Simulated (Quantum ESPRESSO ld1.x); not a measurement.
Values are calculated unless marked as measured or tabulated.
Neutral neodymium, 60 electrons, occupied as [Xe] 4f4 6s1 7d1 (not the ground configuration). Level of theory: scalar-relativistic Kohn-Sham, LDA (Slater exchange, VWN5 correlation), spin-unpolarised, spherical densities, point nucleus (ld1.x of Quantum ESPRESSO 7.5).

X-ray form factor f0, the Fourier transform of the density (f0(0) = 60):

| sin(theta)/lambda (1/angstrom) | f0 (electrons) |
|---|---|
| 0.05 | 58.014 |
| 0.1 | 55.318 |
| 0.15 | 52.061 |
| 0.2 | 48.630 |
| 0.25 | 45.275 |
| 0.3 | 42.149 |
| 0.4 | 36.808 |
| 0.5 | 32.520 |
| 0.6 | 28.946 |
| 0.8 | 23.338 |
| 1 | 19.515 |
| 1.25 | 16.469 |
| 1.5 | 14.256 |
| 2 | 10.433 |
